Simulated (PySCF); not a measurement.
Delta-SCF ions had no search for a lower state. Excitations are Tamm–Dancoff values on a coarser integration grid. The basis has no diffuse functions, so Rydberg states are missing or too high.

Z-matrix (Å, degrees):
```
C
O 1 1.2710
O 1 1.2711 2 128.43
H 3 0.9799 1 117.90 2 -0.01
H 2 0.9799 1 117.91 3 0.00
H 1 1.0879 2 115.78 5 -179.99
```
Charge +1, spin multiplicity 1.

**Question.** Estimate the S1 excitation (TDA), vertical ionisation energy (Delta-SCF), total energy, HOMO, S1–T1 gap (TDA), LUMO, T1 excitation (TDA) and HOMO–LUMO gap that TPSSh-D3(BJ)/def2-TZVP (PySCF 2.14.0) returns for this input.

**Answer.** 
```json
{
  "S1 excitation (TDA)": "7.98 eV",
  "vertical ionisation energy (Delta-SCF)": "20.75 eV",
  "total_energy": "-190.1378 Ha",
  "HOMO": "-17.10 eV",
  "S1–T1 gap (TDA)": "1.51 eV",
  "LUMO": "-8.76 eV",
  "T1 excitation (TDA)": "6.47 eV",
  "HOMO–LUMO gap": "8.34 eV"
}
```
